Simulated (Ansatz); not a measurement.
C₃H₇F₂Ga (SMILES CC[CH2][Ga]([F])[F]), singlet, geometry from GFN2-xTB (such geometries of metal compounds can be far from the true shape), with bond 13-6 at 1.8 times its length; CASSCF(4,3)/STO-3G (Ansatz, a quantum-chemistry and plane-wave program).

Input for Ansatz:
Ansatz 0.2 input:
```yaml
crystal:
  periodic: [false, false, false]
  atoms:
    - {symbol: Ga, position_ang: [0.09892915, -0.07859962, 0.83425323]}
    - {symbol: F, position_ang: [-0.32018561, -0.75896259, 2.40530252]}
    - {symbol: F, position_ang: [1.44177438, 1.05391385, 0.97853268]}
    - {symbol: C, position_ang: [-0.76619354, -0.45443091, -0.99448360]}
    - {symbol: C, position_ang: [-0.05020214, 0.34583560, -2.06883598]}
    - {symbol: C, position_ang: [-0.68668981, 0.09460589, -3.43345355]}
    - {symbol: H, position_ang: [-1.82009060, -0.18336246, -0.91217023]}
    - {symbol: H, position_ang: [-0.69917975, -1.53003725, -1.16594078]}
    - {symbol: H, position_ang: [-0.09963230, 1.41276451, -1.83355355]}
    - {symbol: H, position_ang: [1.00626470, 0.06497255, -2.10058212]}
    - {symbol: H, position_ang: [-0.62791283, -0.95901652, -3.69693694]}
    - {symbol: H, position_ang: [-0.16889783, 0.66954637, -4.19666396]}
    - {symbol: H, position_ang: [-2.57030202, 0.62828850, -3.42702192]}
basis:
  gaussian:
    orbitals: STO-3G
hamiltonian:
  xc: hf
magnetization: {spin_polarized: false}
correlation: {active_space: {window: {electrons: 4, orbitals: 3}}}
```

Question: Write the output that Ansatz gives for this input, abridged.

Answer: 
```
Functional definition: HF
640 factors; integrals over basis functions are off by at most 7.4e-5 eV
mean field evaluation 1: about -60214.7708 eV, gradient 3.0e1 eV
mean field evaluation 2: about -60214.9921 eV, gradient 3.0e1 eV
mean field evaluation 4: about -60219.9524 eV, gradient 2.8e0 eV
mean field evaluation 8: about -60220.0107 eV, gradient 1.7e-1 eV
mean field -60220.01136408 eV, -2213.0445990400 hartree, gradient 4.7e-6 eV, S^2 0.000000; 0 other end points of the search recorded, 0 dependent functions left out
reference -60220.01136408 eV, -2213.0445990400 hartree; 37, 37 occupied and 13, 13 virtual orbitals, 640 factors
state -60222.38337218 eV, -2213.1317687300 hartree
Total energy: -60222.38337218 eV, -2213.1317687300 hartree
```
